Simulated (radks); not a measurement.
Results of a calculation; reference values are marked as such.
Question: Eu3+, configuration [Xe] 4f6. Code: a radial shooting solver on a logarithmic mesh with Libxc functionals. Model: scalar-relativistic Kohn-Sham, SCAN, spin-polarised, spherical densities, finite nucleus; open shells are filled with parallel spins first (spin-orbit coupling, left out, can overturn this in heavy ions); meta-GGA in the generalised Kohn-Sham scheme; Fermi nuclear charge, rms radius 5.1115 fm. Some entries of the table are withheld. Estimate them.

orbital,occ.,eigenvalue (hartree),<r^2> (bohr^2)
1s up,1,-1781.100,0.0006794
1s down,1,-1781.100,0.0006794
2s up,1,-294.2339,0.01067
2s down,1,-294.2307,0.01067
2p up,3,-262.1231,0.008593
2p down,3,-262.1209,0.008592
3s up,1,-66.04337,0.07100
3s down,1,-65.94640,0.07085
3p up,3,-55.97735,0.07126
3p down,3,-55.87755,0.07108
3d up,5,-42.52367,0.06018
3d down,5,-42.44248,0.05996
4s up,1,-14.26899,0.3602
4s down,1,-14.03767,0.3607
4p up,3,-10.93593,(1)
4p down,3,-10.70277,(2)
4d up,5,(3),0.4914
4d down,5,(4),0.4951
5s up,1,-2.74445,2.015
5s down,1,-2.66119,2.111
5p up,3,-1.91408,2.681
5p down,3,-1.85033,2.791
4f up,6,-1.28915,0.9537

Answer: 
(1) 4p up <r^2> (bohr^2): 0.4063
(2) 4p down <r^2> (bohr^2): 0.4073
(3) 4d up eigenvalue (hartree): -6.28442
(4) 4d down eigenvalue (hartree): -6.04471
